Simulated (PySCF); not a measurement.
## Pr⁴⁸⁺: ionisation energy

Pr⁴⁸⁺ [Ne] 3s1 (2S) → Pr⁴⁹⁺ [Ne] (1S), as a difference of total energies. Calculation: PySCF 2.14, in an even-tempered Gaussian basis (18 s from 10 bohr⁻², ratio 2.5; 12 p from 14 bohr⁻², ratio 2.5; 4 d from 50 bohr⁻², ratio 2.7; 4 f from 75 bohr⁻², ratio 2.7); scalar relativity by spin-free X2C-1e. Correlated levels: outer shells: 1s2 frozen; virtual orbitals above 40 to 60 times the deepest correlated orbital energy dropped. The calculations carry no spin-orbit coupling.

```tsv
method	ionisation energy (eV)
UHF	4131.4
MP2 (outer shells)	4132.1
SCS-MP2 (outer shells)	4132.0
CCSD (outer shells)	4132.2
CCSD(T) (outer shells)	4132.2
```

Breit and QED terms and the two-electron picture change are absent.

For comparison: 4130 ± 4 eV (theoretical estimate listed by NIST; NIST Atomic Spectra Database, ionization energies).
